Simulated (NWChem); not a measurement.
## Basis-set convergence for ITl

```xyz
2

Tl     0.0000     0.0000    -1.1409
I      0.0000     0.0000     1.7437
```
Charge 0, spin multiplicity 1.

The numbers come from NWChem runs, not from measurements. Structure: optimised with PBE/def2-SVP with def2 effective core potentials on I, Tl, a minimum by its harmonic frequencies.

Quantity: first vertical ionisation energy at the level G0W0@PBE.

Effective core potentials replace the inner electrons of I, Tl; spin-orbit coupling is left out. GW and range-separated runs recompute their integrals, the others keep them in memory, which bears on the times. The structure started from a generated list of species.

Relative cost: rough, from shared machines, SCF included, def2-SVP = 1.

| basis | functions | first vertical ionisation energy (eV) | relative cost |
|---|---|---|---|
| def2-SVP | 52 | 7.69 | 1 |
| def2-SVPD | 67 | 7.76 | under 3 |
| def2-TZVPP | 100 | 8.06 | 4 |
| def2-TZVP | 100 | 8.06 | 4 |
| def2-TZVPD | 115 | 8.05 | 6 |
| def2-QZVP | 164 | 8.28 | 30 |

Smallest basis within 0.1 eV of def2-QZVP, the largest set run: no smaller one. def2-QZVP isn't the basis-set limit itself, and a small set can land close by cancellation.
